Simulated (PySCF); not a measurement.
A species of formula C2H7BO2Si has this rotational fingerprint, computed with PBE0-D3(BJ)/def2-SVP geometry optimisation, gas phase in PySCF:

* Rotational constants: A = 3982, B = 2645, C = 1686 MHz
* Dipole components: |μa| = 1.68 D, |μb| = 1.20 D, |μc| = 0.86 D
* Inertial defect: -18.17 u·Å²
* κ: -0.16

Problem. Which candidate fits, each taken in the one conformer that was computed?
A. `[OH:1][B:2]1[CH2:3][O:4][CH2:5][SiH2:6]1` with H–O1–B2–C3 2°, O1–B2–C3–O4 -165°, B2–C3–O4–C5 -45°, C3–O4–C5–Si6 50°, O4–C5–Si6–B2 -30°
B. `[BH2:1][C@H:2]1[CH2:3][O:4][SiH2:5][O:6]1` with H–B1–C2–C3 -138° and 46°, B1–C2–C3–O4 166°, C2–C3–O4–Si5 -26°, C3–O4–Si5–O6 10°, O4–Si5–O6–C2 11°

Solution. A. It is OB1COC[SiH2]1, an asymmetric top, point group C1. The candidates at the same level (rigid rotor, commonest isotopes):

```
           SMILES  A (MHz)  B (MHz)  C (MHz)  μa (D)  μb (D)  μc (D)  Δ (u·Å²)  point group           rotor
    OB1COC[SiH2]1     3982     2645     1686    1.68    1.20    0.86    -18.17           C1  asymmetric top
B[C@H]1CO[SiH2]O1     5890     2551     1894    0.52    0.51    0.25    -17.11           C1  asymmetric top
```

`B[C@H]1CO[SiH2]O1` has A 48 % too high. No structure here is proved a minimum.
